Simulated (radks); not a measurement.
Removal energies from the silver ion Ag4+, [Kr] 4d(3/2: 4, 5/2: 3), by Delta-SCF beside the eigenvalue of the level emptied. All-electron calculation, Dirac Kohn-Sham, BLYP, spin-unpolarised, spherical densities, finite nucleus; Fermi nuclear charge, rms radius of each element as measured or else 0.836 A^(1/3) + 0.57 fm. Program: a radial shooting solver on a logarithmic mesh with Libxc functionals. Sub-shells are occupied by j as written (lower j first in brackets).

| removed from | final configuration | Delta-SCF (eV) | -eigenvalue (eV) |
|---|---|---|---|
| 4d5/2 | [Kr] 4d(3/2: 4, 5/2: 2) | 67.907 | 59.382 |
| 4d3/2 | [Kr] 4d(3/2: 3, 5/2: 3) | 68.686 | 60.105 |
| 4p3/2 | [Ar] 3d10 4s2 4p(1/2: 2, 3/2: 3) 4d(3/2: 4, 5/2: 3) | 121.79 | 112.07 |
| 4p1/2 | [Ar] 3d10 4s2 4p(1/2: 1, 3/2: 4) 4d(3/2: 4, 5/2: 3) | 127.32 | 117.42 |
